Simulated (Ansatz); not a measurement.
Computed with Ansatz.

A structure relaxed at PBE0-D4/def2-TZVP, charge 0, multiplicity 2:

```xyz
6

O    -0.0840   -1.0191    0.5202
B    -0.0834    0.2200   -0.0473
O     0.9301    0.5894   -0.8651
Se   -1.5174    1.5257    0.2729
H    -0.8331   -1.2101    1.0870
H     1.5878   -0.1060   -0.9678
```

Q: Give its formula and SMILES.

A: BH2O2Se, `OB(O)[Se]`.

Q: Point group (tolerance 0.08 Å, 0.16 Å for H)?

A: Cs.

Q: Summarise the bond lengths by kind.

A: 2 × B–O 1.354 to 1.363 Å; 2 × H–O 0.959 to 0.963 Å; 1 × B–Se 1.966 Å.
